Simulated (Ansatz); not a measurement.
Cartesian coordinates (Å):
```xyz
9

B      2.1232    -0.1868     0.1216
N      0.9443     0.0280    -0.1750
C     -0.4113     0.2555    -0.4742
N     -1.2776    -0.4399     0.4781
H      3.2402    -0.3827     0.3961
H     -0.6413    -0.1341    -1.4710
H     -0.5806     1.3423    -0.5057
H     -2.2497    -0.3042     0.2232
H     -1.1472    -0.0541     1.4069
```
Charge 0, multiplicity 1.

Method: frozen-core CCSD(T)/cc-pVTZ // B3LYP-D3(BJ)/def2-TZVP in Ansatz (a quantum-chemistry and plane-wave program).

```yaml
HF energy: -174.41581 Ha
MP2 correlation energy: -0.68477 Ha
```

### Question
Estimate the CCSD correlation energy, the (T) correction, the total energy and the T1 diagnostic.

### Answer

```yaml
CCSD correlation energy: -0.70873 Ha
"(T) correction": -0.03069 Ha
CCSD(T) total energy: -175.15523 Ha
T1 diagnostic: 0.013
```
